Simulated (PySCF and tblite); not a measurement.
C₅H₇GeNSe, numbered as in [N:1]#[C:2][C@@H:3]1[CH:4]=[CH:5][CH2:6][GeH2:7][Se:8]1. Geometries GFN2-xTB; weights from B3LYP-D3(BJ)/def2-SVP energies and GFN2-xTB thermal corrections, with symmetry numbers and mirror pairs. Conformers within 2.5 kcal/mol (GFN2-xTB free energy) were kept, 4 at most. GIAO shieldings: wB97X-D/6-31G*. Shifts are against NH3 (¹⁵N) at the same level. Programs: PySCF with density fitting and tblite.

The 6-ring runs over atoms 3–4–5–6–7–8.

Two conformers hold nearly all the population. I: 6-ring boat (ring torsions 1, 60, -44, -5, 56, -70°); δ(N1) = 259.26 ppm. II: 6-ring between boat and twist-boat (ring torsions 0, -55, 36, 12, -57, 67°); δ(N1) = 253.57 ppm. The average over the ensemble at 298.15 K is 254.65 ppm.

(1) What populations and free-energy difference follow from a two-state model?

Spin–orbit effects of the heavy atoms on shieldings are missing. Unscaled ¹⁵N shifts at such levels can be off by tens of ppm; differences between conformers or isomers are more reliable.

Results:

(1) p(I) = (254.65 − 253.57)/(259.26 − 253.57) = 0.19, so K = p(II)/p(I) = 4.27 and G(II) − G(I) = −RT ln K = -0.86 kcal/mol. The weights computed directly are 18.9 % and 81.1 %.


¹⁵N shifts are against a computed isolated NH3 molecule, about 20 ppm from the liquid.

Conformer gaps in def2-SVP on xTB geometries can be 2 kcal/mol too large for S=O, P=O and other polar bonds.